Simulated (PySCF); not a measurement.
SMILES [Al]([O][Si](O)(C)C)([CH3])[CH3] (GFN2-xTB optimised geometry):

```
21

Si    -0.235    -0.652     0.000
C      1.669    -0.652     0.000
C     -0.984     1.088     0.000
O     -0.838    -1.375    -1.336
O     -0.720    -1.481     1.328
Al    -1.239    -2.327     2.684
C     -1.155    -4.317     2.538
C     -1.863    -1.221     4.222
H      2.068    -0.094     0.841
H      2.057    -0.202    -0.908
H      2.065    -1.662     0.065
H     -0.650     1.662     0.858
H     -0.702     1.629    -0.896
H     -2.068     1.042     0.032
H     -0.761    -2.319    -1.442
H     -1.448    -4.822     3.460
H     -1.809    -4.691     1.744
H     -0.145    -4.658     2.287
H     -1.065    -0.572     4.594
H     -2.680    -0.558     3.923
H     -2.217    -1.816     5.066
```

Computed with PBE0/def2-SVP (PySCF).

What are the frontier orbital energies and the dipole moment?

HOMO-2 -8.69 eV, HOMO-1 -7.80 eV, HOMO -7.40 eV, LUMO -0.06 eV, LUMO+1 0.45 eV; dipole moment 1.45 D.

On the same geometry PBE/def2-SVP (PySCF) gives HOMO-2 -6.96 eV, HOMO-1 -6.39 eV, HOMO -6.03 eV, LUMO -0.84 eV, LUMO+1 -0.32 eV; dipole moment 1.34 D.

Meta-Löwdin charges at PBE0/def2-SVP: Si1 1.26, C2 -0.58, C3 -0.57, O4 -0.72, O5 -0.81, Al6 0.95, C7 -0.61, C8 -0.61, H9 0.11, H10 0.12, H11 0.11, H12 0.11, H13 0.12, H14 0.12, H15 0.33, H16 0.11, H17 0.11, H18 0.11, H19 0.12, H20 0.12, H21 0.11.
